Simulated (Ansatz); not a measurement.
Reaction (formal exchange of groups at a Ga–Br bond): `[NH2][GaH][Br]` + `CC=N` → `N=C[CH2][GaH][NH2]` + HBr

Program: Ansatz. Geometries: PBE0-D4/def2-TZVP. ΔE: electronic, gas phase. CBS: MP2 limit from def2 TZ/QZ plus the TZ coupled-cluster correction, frozen cores. DFT in def2-TZVPP. B3LYP here is the variant with VWN-RPA as its local correlation; programs differ in this. For Br, Ga outer-core shells are correlated without core-valence functions, which leaves a few kJ/mol of doubt a bond. Scalar relativity is left out up to krypton. Each species was taken in one conformer, which may not be the lowest.

`[NH2][GaH][Br]`:

Cartesian coordinates in Å:
```
N 0.177 -0.897 -0.472
Ga -0.356 0.666 0.244
Br 1.212 1.649 1.599
H -0.386 -1.458 -1.088
H 1.081 -1.301 -0.293
H -1.728 1.342 0.011
```

`CC=N`:

Cartesian coordinates in Å:
```
C -0.236 -0.544 -0.566
C 0.056 0.718 0.176
N 0.567 0.844 1.324
H 0.299 -0.556 -1.520
H 0.050 -1.425 0.012
H -1.303 -0.606 -0.803
H -0.208 1.644 -0.348
H 0.776 -0.073 1.726
```

`N=C[CH2][GaH][NH2]`:

Cartesian coordinates in Å:
```
N 1.944 -0.406 1.701
C 0.761 -0.794 1.465
C -0.376 -0.012 0.923
Ga -0.617 -0.410 -1.011
N -0.666 1.022 -2.122
H 2.043 0.592 1.497
H 0.553 -1.854 1.653
H -0.222 1.063 1.045
H -1.310 -0.296 1.420
H -0.761 -1.834 -1.630
H -0.773 0.953 -3.120
H -0.577 1.977 -1.821
```

HBr:

Z-matrix (Å, degrees):
```
Br
H 1 1.420
```

```csv
level,ΔE (kcal/mol)
r2SCAN-D4,34.6
B3LYP-D4,34.2
ωB97M-V,34.7
PBE,33.3
PBE0,35.1
MP2/def2-TZVPP,33.9
CCSD(T)/def2-TZVPP,33.7
CCSD/CBS(def2),34.4
```

Question: What does CCSD(T)/CBS give? (An estimate is asked.)

Answer: The calculation gave: +33.6 kcal/mol. The listed levels differ from it by 1.0, 0.6, 1.1, -0.3, 1.5, 0.3, 0.1, 0.8 kcal/mol.

Largest T1 diagnostic among the species: 0.014.

The D4 term adds −1.3 kcal/mol with B3LYP and −0.7 kcal/mol with PBE0; it sums over pairs of atoms, weighted by their polarisabilities, and B3LYP, whose exchange is more repulsive, gets the larger term. In def2-TZVPP, CCSD(T) changes the Hartree–Fock value by −7.8 kcal/mol (the triples alone add −0.9 kcal/mol) and MP2 by −7.6 kcal/mol. From PBE to PBE0 (25 % exact exchange), in def2-TZVPP and without D4, ΔE moves by +1.8 kcal/mol.
